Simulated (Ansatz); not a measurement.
Ansatz results at the PBE0-D4/def2-TZVP geometry: HOMO–LUMO gap (PBE0/def2-TZVPP) 6.54 eV; LUMO energy (PBE0/def2-TZVPP) -1.17 eV; LUMO energy (B3LYP/def2-TZVPP) -1.41 eV.

Each molecule was computed in one conformer, which needn't be the lowest.

(1) Which molecule gave them?
A. `[OH][Zr]1234([F])([Cl])[C@@H]5[C@H]1[C@H]2[C@@]3(F)[C@@H]54`
B. `C[O][Zr]1234([O]C)([N](C)C)[C@@H]5[C@H]1[C@H]2[C@@]3(C)[C@@H]54`
C. `C[O][Hf]1234([OH])([OH])[C@@H]5[C@H]1[C@H]2[C@@]3([SiH3])[C@@H]54`
D. `C[O][Ti]12345678([F])([C@H]9[C@@H]1[C@@H]2[C@@H]3[C@H]94)[C@H]1[C@@H]5[C@@H]6[C@@H]7[C@H]18`

## Answers

(1) A. The others give `C[O][Hf]1234([OH])([OH])[C@@H]5[C@H]1[C@H]2[C@@]3([SiH3])[C@@H]54`: 6.94, -0.17, -0.35; `C[O][Zr]1234([O]C)([N](C)C)[C@@H]5[C@H]1[C@H]2[C@@]3(C)[C@@H]54`: 5.62, -0.04, -0.25; `C[O][Ti]12345678([F])([C@H]9[C@@H]1[C@@H]2[C@@H]3[C@H]94)[C@H]1[C@@H]5[C@@H]6[C@@H]7[C@H]18`: 4.93, -1.43, -1.70.

B3LYP here is the variant with VWN-RPA as its local correlation; programs differ in this.
